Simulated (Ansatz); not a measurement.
Reaction (isomerisation): `CN([SiH2]O)[SiH2]O` → `CO[Si](N)(O)[SiH3]`

Isolated molecules relaxed with PBE0-D4/def2-TZVP in Ansatz; ΔE leaves out vibrations. CCSD(T)/CBS adds triple-zeta CCSD(T) − MP2 to the extrapolated MP2 energy (def2 sets, frozen cores). Functionals use def2-TZVPP. B3LYP here is the variant with VWN-RPA as its local correlation; programs differ in this. Each species was taken in one conformer, which may not be the lowest.

(1) Is it downhill or uphill in electronic energy at CCSD(T)/CBS, and by how much? (Best estimate.)

(2) What do these levels give: r2SCAN-D4, PBE0-D4, B3LYP-D4, ωB97X-V, B2PLYP, PBE0, B3LYP, MP2/def2-TZVPP, SCS-MP2/def2-TZVPP, CCSD/def2-TZVPP, CCSD(T)/def2-TZVPP, CCSD/CBS(def2)? (Best estimate.)

Largest T1 diagnostic among the species: 0.012.

Answers

(1) Computed: Uphill: ΔE = +0.65 eV.

(2) Computed: r2SCAN-D4 0.53, PBE0-D4 0.49, B3LYP-D4 0.57, ωB97X-V 0.57, B2PLYP 0.62, PBE0 0.47, B3LYP 0.53, MP2/def2-TZVPP 0.77, SCS-MP2/def2-TZVPP 0.75, CCSD/def2-TZVPP 0.65, CCSD(T)/def2-TZVPP 0.65, CCSD/CBS(def2) 0.65 eV.

From PBE to PBE0 (25 % exact exchange), in def2-TZVPP and without D4, ΔE moves by +0.08 eV. The D4 term adds +0.04 eV with B3LYP and +0.02 eV with PBE0; it sums over pairs of atoms, weighted by their polarisabilities, and B3LYP, whose exchange is more repulsive, gets the larger term.
